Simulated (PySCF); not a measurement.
# Rotational lines of PbF⁺

Lines J+1 ← J of the vibrational ground state, computed from RHF-CCSD(T) constants of PbF⁺, ¹Σ⁺ (singlet), closed shell (PySCF, scalar-relativistic core potentials, basis sets Pb aug-cc-pVDZ-PP with ECP60, F aug-cc-pVDZ; masses 207.9766 and 18.9984 u), in MHz:

```tsv
J	ν (MHz)
0	14482.7
1	28965.2
2	43447.5
3	57929.6
4	72411.2
```

Question: Find B0 and the effective bond length r0; with αe = 0.00129 cm⁻¹, find Re.

Answer: ν = 2B0(J+1) − 4D(J+1)³ gives B0 = 0.24154 cm⁻¹. With the reduced mass μred = 17.408 u, r0 = √(16.8576/(μred·B0)) (u, cm⁻¹, Å) = 2.0023 Å. Be = B0 + αe/2 = 0.24219 cm⁻¹ gives Re = 2.000 Å.

Correlated steps freeze 5 core orbitals. These are scalar-relativistic numbers at best; spin–orbit coupling would shift them, the dissociation energy most.
